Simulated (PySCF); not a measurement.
Sn(Br)(OH)3 (BrH3O3Sn), SMILES [OH][Sn]([OH])([OH])[Br].

Geometry optimised at r2SCAN-D4/def2-SVP. The structure was generated by enumeration; whether it is a known compound was not checked. The def2 effective core potentials stand for the cores of Sn; spin–orbit coupling is left out. Other conformers were not sampled.

Computed with PySCF with C-PCM-M06-2X/def2-SVP.

The values are the electrostatic part of the solvation free energy, E(continuum) − E(gas) at the gas-phase geometry, in a cavity of scaled van der Waals radii (PySCF's table); cavitation and dispersion terms are not included. A continuum can't describe solvent molecules that bind to the metal. In vacuum the orbital gap is 8.98 eV. The dipole moment in vacuum is 1.58 D.

```
solvent             ε  ΔG(elec) (kcal/mol)  dipole (D)  gap (eV)
--------------  -----  -------------------  ----------  --------
water           78.36                -12.5        1.89      9.05
ethylethanoate   5.99                -10.4        1.83      9.04
diethylether     4.24                 -9.5        1.81      9.04
```
